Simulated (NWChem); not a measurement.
System: CuH$_{2}$OI; SMILES [OH2]->[Cu][I]

Input file for NWChem:

```
start job
memory heap 200 mb stack 900 mb global 1100 mb
geometry units angstroms noautoz
  Cu     0.000585     1.128781    -0.000233
  I     -0.001282    -1.255654    -0.038576
  O      0.002158     3.100306     0.084465
  H      0.778034     3.519553     0.476744
  H     -0.765934     3.519500     0.491829
end
basis spherical
  * library def2-svp
end
ecp
  I library def2-ecp
end
dft
  xc xpbe96 cpbe96
  iterations 150
  vectors input atomic output neutral.movecs
end
task dft energy
charge 1
dft
  odft
  mult 2
  vectors input atomic output cation.movecs
end
task dft energy
```

Excerpt of the output:

```
             Northwest Computational Chemistry Package (NWChem) 7.3.0
             --------------------------------------------------------

 CS  symmetry detected

                             Geometry "geometry" -> ""
                             -------------------------

 Output coordinates in angstroms (scale by  1.889725989 to convert to a.u.)

  No.       Tag          Charge          X              Y              Z
 ---- ---------------- ---------- -------------- -------------- --------------
    1 Cu                  29.0000    -0.02966235     1.14985760     0.00000000
    2 I                   53.0000     0.00218512    -1.23467372     0.00000000
    3 O                    8.0000    -0.00302558     3.12302191     0.00000000
    4 H                    1.0000     0.38430075     3.55383073     0.77202051
    5 H                    1.0000     0.38430075     3.55383073    -0.77202051

 Effective nuclear repulsion energy (a.u.)     487.4035558656

      Symmetry information
      --------------------

 Group name             Cs
 Group number              2
 Group order               2
 No. of unique centers     4

 Summary of "ao basis" -> "ao basis" (spherical)
 ------------------------------------------------------------------------------
       Tag                 Description            Shells   Functions and Types
 ---------------- ------------------------------  ------  ---------------------
 Cu                         def2-svp                11       31   5s3p2d1f
 I                          def2-svp                10       26   4s4p2d
 O                          def2-svp                 6       14   3s2p1d
 H                          def2-svp                 3        5   2s1p

      Symmetry analysis of basis
      --------------------------

        a'         54
        a"         27

            General Information
            -------------------
          SCF calculation type: DFT
          Wavefunction type:  closed shell.
          No. of atoms     :     5
          No. of electrons :    64
           Alpha electrons :    32
            Beta electrons :    32
          Charge           :     0
          Spin multiplicity:     1
          Use of symmetry is: on ; symmetry adaption is: on
          Maximum number of iterations: 150
          AO basis - number of functions:    81
                     number of shells:    33
          Convergence on energy requested:  1.00D-06
          Convergence on density requested:  1.00D-05
          Convergence on gradient requested:  5.00D-04

              XC Information
              --------------
          PerdewBurkeErnzerhof Exchange Functional  1.000
            Perdew 1991 LDA Correlation Functional  1.000 local
           PerdewBurkeErnz. Correlation Functional  1.000 non-local

             Grid Information
             ----------------
          Grid used for XC integration:  medium
          Radial quadrature: Mura-Knowles
          Angular quadrature: Lebedev.
          Tag              B.-S. Rad. Rad. Pts. Rad. Cut. Ang. Pts.
          ---              ---------- --------- --------- ---------
          Cu                  1.35      112           9.0       590
          I                   1.40      123          12.0       590
          O                   0.60       49          11.0       434
          H                   0.35       45          12.0       434
          Grid pruning is: on
          Number of quadrature shells:   329
          Spatial weights used:  Erf1

      Superposition of Atomic Density Guess
      -------------------------------------

 Sum of atomic energies:       -2061.50205773

      Non-variational initial energy
      ------------------------------

 Total energy =   -2011.289859
 1-e energy   =   -3449.894263
 2-e energy   =    1164.676753
 HOMO         =      -0.357848
 LUMO         =      -0.079305

      Symmetry analysis of molecular orbitals - initial
      -------------------------------------------------

  Numbering of irreducible representations:

     1 a'          2 a"

  Orbital symmetries:

     1 a'          2 a'          3 a'          4 a"          5 a'
     6 a'          7 a'          8 a'          9 a"         10 a'
    11 a'         12 a'         13 a"         14 a'         15 a'
    16 a"         17 a'         18 a'         19 a"         20 a'
    21 a'         22 a"         23 a'         24 a'         25 a"
    26 a'         27 a"         28 a'         29 a'         30 a'
    31 a"         32 a'         33 a'         34 a'         35 a'
    36 a"         37 a'         38 a"         39 a'         40 a'
    41 a"         42 a'

   convergence    iter        energy       DeltaE   RMS-Dens  Diis-err
 ---------------- ----- ----------------- --------- --------- ---------
 d= 0,ls=0.0,diis     1  -2013.8792059910 -2.29D+03  2.44D-01  2.27D+00
 d= 0,ls=0.0,diis     2  -1984.0695769789  2.98D+01  2.40D-01  6.93D+01
 d= 0,ls=0.0,diis     3  -2013.9937487475 -2.99D+01  1.24D-02  7.36D-01
 d= 0,ls=0.0,diis     4  -2013.9816838307  1.21D-02  5.50D-03  1.10D+00
 d= 0,ls=0.0,diis     5  -2014.0676720499 -8.60D-02  4.26D-03  1.34D-01
  Resetting Diis
 d= 0,ls=0.0,diis     6  -2014.0713887431 -3.72D-03  3.19D-03  4.73D-02
 d= 0,ls=0.0,diis     7  -2014.0777039306 -6.32D-03  3.20D-03  8.78D-03
 d= 0,ls=0.0,diis     8  -2014.0709149510  6.79D-03  2.27D-03  9.98D-02
 d= 0,ls=0.0,diis     9  -2014.0783333208 -7.42D-03  5.71D-04  1.65D-03
 d= 0,ls=0.0,diis    10  -2014.0785593757 -2.26D-04  6.00D-05  4.09D-05
 d= 0,ls=0.0,diis    11  -2014.0785633203 -3.94D-06  1.84D-05  3.98D-06
 d= 0,ls=0.0,diis    12  -2014.0785636804 -3.60D-07  6.15D-06  1.42D-07

         Total DFT energy =    -2014.078563680426
      One electron energy =    -3457.025847875146
           Coulomb energy =     1267.422987047345
    Exchange-Corr. energy =      -98.403354242494
 Nuclear repulsion energy =      273.927651389869

 Numeric. integr. density =       64.000000301954

                  Occupations of the irreducible representations
                  ----------------------------------------------

                     irrep           alpha         beta
                     --------     --------     --------
                     a'               23.0         23.0
                     a"                9.0          9.0

                       DFT Final Molecular Orbital Analysis
                       ------------------------------------

 Vector   30  Occ=2.000000D+00  E=-1.837847D-01  Symmetry=a'
              MO Center= -2.6D-02,  1.1D+00,  5.9D-13, r^2= 4.0D-01
   Bfn.  Coefficient  Atom+Function         Bfn.  Coefficient  Atom+Function
  ----- ------------  ---------------      ----- ------------  ---------------
    17      0.649671  1 Cu d  0              19     -0.532047  1 Cu d  2
    22      0.248261  1 Cu d  0              24     -0.200634  1 Cu d  2
     4     -0.081183  1 Cu s                  3      0.035736  1 Cu s
    43     -0.025888  2 I  py                 5     -0.025054  1 Cu s

 Vector   31  Occ=2.000000D+00  E=-1.690817D-01  Symmetry=a"
              MO Center= -1.1D-02, -2.4D-01, -4.9D-14, r^2= 2.9D+00
   Bfn.  Coefficient  Atom+Function         Bfn.  Coefficient  Atom+Function
  ----- ------------  ---------------      ----- ------------  ---------------
    16      0.546754  1 Cu d -1              44      0.458545  2 I  pz
    47      0.439708  2 I  pz                21      0.199911  1 Cu d -1
    41     -0.189495  2 I  pz                38     -0.153043  2 I  pz
    14      0.083889  1 Cu pz                72     -0.043061  4 H  s
    77      0.043061  5 H  s                 11     -0.038466  1 Cu pz

 Vector   32  Occ=2.000000D+00  E=-1.665388D-01  Symmetry=a'
              MO Center= -2.1D-02, -1.3D-01, -1.3D-12, r^2= 2.9D+00
   Bfn.  Coefficient  Atom+Function         Bfn.  Coefficient  Atom+Function
  ----- ------------  ---------------      ----- ------------  ---------------
    15      0.576781  1 Cu d -2              42      0.441859  2 I  px
    45      0.424170  2 I  px                20      0.210102  1 Cu d -2
    39     -0.182490  2 I  px                36     -0.147357  2 I  px
    61     -0.070296  3 O  px                12      0.068363  1 Cu px
    64     -0.033068  3 O  px                 9     -0.032341  1 Cu px

 Vector   33  Occ=0.000000D+00  E=-7.028082D-02  Symmetry=a'
              MO Center=  2.7D-01,  2.5D+00,  1.5D-13, r^2= 5.9D+00
   Bfn.  Coefficient  Atom+Function         Bfn.  Coefficient  Atom+Function
  ----- ------------  ---------------      ----- ------------  ---------------
    60      0.676546  3 O  s                  5     -0.526654  1 Cu s
    73     -0.455107  4 H  s                 78     -0.455107  5 H  s
    46      0.280321  2 I  py                59      0.242836  3 O  s
    35      0.225620  2 I  s                 19      0.204910  1 Cu d  2
     4     -0.176670  1 Cu s                 43      0.169100  2 I  py

 Vector   34  Occ=0.000000D+00  E= 1.389582D-02  Symmetry=a'
              MO Center=  1.3D-01,  1.9D+00,  3.1D-14, r^2= 6.7D+00
   Bfn.  Coefficient  Atom+Function         Bfn.  Coefficient  Atom+Function
  ----- ------------  ---------------      ----- ------------  ---------------
     4      0.765058  1 Cu s                 73     -0.663139  4 H  s
    78     -0.663139  5 H  s                 60      0.521428  3 O  s
     5      0.410583  1 Cu s                 46     -0.404646  2 I  py
    65      0.321374  3 O  py                62      0.289443  3 O  py
    34     -0.270102  2 I  s                  3     -0.225903  1 Cu s

[...]
```

Level: PBE/def2-SVP with def2 effective core potentials on I, vertical spin-unrestricted ions. The geometry was optimised at PBE0/def2-SVP. Not confirmed as a minimum by frequencies. def2 effective core potentials on I; no spin-orbit coupling.
